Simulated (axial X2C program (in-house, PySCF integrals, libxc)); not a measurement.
## FTbF: a free-ion multiplet in an axial field

Computed with an in-house all-electron X2C program for linear molecules (integrals from PySCF): two-component X2C with atomic mean-field Coulomb and Gaunt terms, basis F dyall-av3z, Tb dyall-v3z (cores contracted in-house). Orbitals come from Hartree–Fock averaged over the configuration Tb f9 s0; CI then distributes these electrons over the f, s shells of Tb.

F–Tb–F held linear, both bonds 2.180 Å.

Problem. Which level do Hund's rules give for f9, how many Ω levels does it split into, and what is its Landé factor?

Solution. S = 5/2, L = 5, J = 15/2 (6H15/2). It gives Ω = 1/2 to 15/2, 8 levels. gJ = 3/2 + [S(S+1) − L(L+1)]/[2J(J+1)] = 1.333, so g∥ = 2gJΩ.

The computed levels compare thus:

```csv
Ω,energy (cm⁻¹),g∥ computed,2gJΩ
15/2,0,19.93,20.00
13/2,753,16.70,17.33
11/2,1484,13.63,14.67
9/2,2122,10.90,12.00
7/2,2556,8.64,9.33
5/2,2745,6.44,6.67
1/2,2785,1.35,1.33
3/2,2787,3.99,4.00
```

The 8 lowest levels are just these Ω; they span 2787 cm⁻¹, the lowest has Ω = 15/2, and the next level lies at 3261 cm⁻¹. Departures of g∥ from 2gJΩ come from intermediate coupling and from mixing with the higher-lying level J − 1 of the term. The computed g∥ is the magnitude of 2⟨Lz + ge Sz⟩.

There is no dynamic correlation: spin–orbit spacings and, for f shells, spacings inside one term are the most reliable numbers, splittings between terms come out too wide, and energies between configurations are not reliable, so the lowest level need not be the ground state of the molecule. At most 4 roots were kept for each Ω > 0 (twice that for Ω = 0) within 2.2 eV of the lowest, so higher up levels can be missing between those listed; levels with Ω > 0 are doubly degenerate and listed once, Ω = 0 levels singly. States that fill the shells left empty in the average are placed too high. The molecule was held linear; bending was not examined.
